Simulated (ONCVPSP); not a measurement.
**La (Z = 57): excitation energies, all-electron against ONCV**

ONCVPSP 4.0.1 input, shortened (lines: element, Z, core and valence counts, functional; n l f; lmax; l rc ep ncon nbas qcut; lloc lpopt rc5 dvloc0; l nproj debl; icmod fcfact rcfact), PBE, scalar-relativistic:

```
  La 57.00    8    5        4      upf
    1    0    2.00
    2    0    2.00
    2    1    6.00
    3    0    2.00
    3    1    6.00
    3    2   10.00
    4    0    2.00
    4    1    6.00
    4    2   10.00
    5    0    2.00
    5    1    6.00
    5    2    1.00
    6    0    2.00
    3
    0    2.90    0.00    4    8    4.10
    1    1.95    0.00    5    8    3.70
    2    1.30    0.00    4    8   10.90
    3    2.25    0.06    3    6    5.60
    4    5    0.95    0.00
    0    3    2.00
    1    1    3.10
    2    2    0.80
    3    3    1.30
    1    0.70    0.00
```

In the f channel the program set the typed energies aside and used -0.160, 1.140, 2.440 Ha.

Energies are relative to the spin-unpolarised reference configuration 4d10 5s2 5p6 5d1 6s2; without spin polarisation the order of configurations can differ from experiment. Not all tests gave a result: 1 of 4 tests not solved or not reliable.

| valence configuration | charge | ΔE all-electron (eV) | error AE − PS (meV) |
| --- | --- | --- | --- |
| 4d10 5s2 5p6 5d1 6s1 | +1 | 5.966 | -1.7 |
| 4d10 5s2 5p6 5d1 6s0 | +2 | 16.854 | -7.9 |
| 4d10 5s2 5p6 5d0 6s0 | +3 | 35.804 | -8.1 |

Note: ghosts flagged at negative energy: s at -163.1 eV, p at -124.9 eV, f at -1392.5 eV; no localised positive-energy state flagged. A true bound ghost makes a file unfit for plane-wave use.
